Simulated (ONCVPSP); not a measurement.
## magnesium, ONCV: configuration errors across variants

Mg, optimised norm-conserving Vanderbilt (ONCV), made with ONCVPSP 4.0.1 (PBE, scalar-relativistic). Core [He], reference 2s2 2p6 3s2. Waves: 2s+3s: rc 1.40 bohr, ncon 5, nbas 9, qcut 10.7 1/bohr, 2 projectors; 2p: rc 0.60 bohr, ncon 3, nbas 7, qcut 12.9 1/bohr, 2 projectors, debl 1.6 Ha; d scattering state at 0.35 Ha: rc 1.55 bohr, ncon 4, nbas 8, qcut 6.3 1/bohr, 2 projectors, debl 2.7 Ha. Local part: polynomial inside 0.50 bohr (lpopt 5, dvloc0 6 Ha). Core correction: Teter function fitted to the true core (icmod 2), fcfact 0.2.

In the p channel the program set the typed energies aside and used -1.713, 0.250 Ha.

All-electron excitation energies from the reference (eV): (1) 2s2 2p6 3s1 7.960; (2) 2s2 2p6 3s0 22.985; (3) 2s2 2p6 3s1.5 3.144; (4) 2s1 2p6 3s2 91.470.

A true bound ghost makes a file unfit for plane-wave use even where its test errors are small: the radial tests pick states by their node count and pass the ghost by.

Errors AE − PS in meV (a dash: test not solved or not reliable):

| change | (1) | (2) | (3) | (4) | bound ghosts | GHOST(+) flags above zero |
| --- | --- | --- | --- | --- | --- | --- |
| base | -0.2 | -1.1 | -0.1 | -184 | none | d |
| p: rc 0.7 | -0.2 | -1.3 | -0.1 | -204 | none | d |
| core correction none | -0.2 | -0.7 | -0.1 | -155 | none | d |
| local potential polynomial inside 0.50 bohr (lpopt 5, dvloc0 -2 Ha) | -0.2 | -1.1 | -0.1 | -184 | d | none |
| d: rc 2.28 | -0.2 | -1.1 | -0.1 | -184 | d | none |

**Question.** Give the same row for: p: nproj 1.

**Answer.** -0.2, -1.2, -0.1, -197; bound ghosts: none; GHOST(+) flags above zero: d.
